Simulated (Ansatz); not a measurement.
Coupled-cluster diagnostics for the cluster Na₆H₆, Ansatz.

Geometry of the singlet (PBE-D4/def2-SVP):

```xyz
12

Na   -1.2854   -0.2862   -2.4499
Na    0.8162   -2.2098   -0.9694
Na    2.5019   -0.8780    2.2974
Na   -2.3600    2.1943   -0.1788
Na    1.2661    1.7587    0.5476
Na   -0.6445   -0.4337    1.1428
H     2.7483    1.0816    1.8599
H    -0.7173   -2.3385   -2.3602
H     0.8917   -1.9883    1.4344
H    -0.9837    1.7084    1.4027
H     0.4688    0.1941   -0.8156
H    -2.7021    1.1974   -1.9109
```

Correlated methods freeze 6 core orbitals; core or outer-core shells of Na are correlated, in sets that lack core-valence functions. Another isomer (singlet) lies 0.91 eV lower at PBE0-D4/def2-TZVP; other spin states weren't run for this one.

(1) Estimate the CCSD(T) correlation energy, the shares of MP2 and (T), T1 and the reference's ⟨S²⟩ for: charge 0, singlet, own geometry in def2-SVP; and the rough time on 4 threads of Arm Neoverse N1 on a shared host.

Answers

(1) 
```
                          state     basis  correlation (eV)  MP2 share (%)  (T) share (%)     T1  ⟨S²⟩ (pure)  wall time
charge 0, singlet, own geometry  def2-SVP            -5.107           76.1            0.9  0.006  0.00 (0.00)       50 s
```
Customary marks for T1 are 0.02 (closed shells), 0.045 (open shells) and about 0.05 (3d metals). T1 stays under 0.02 throughout.
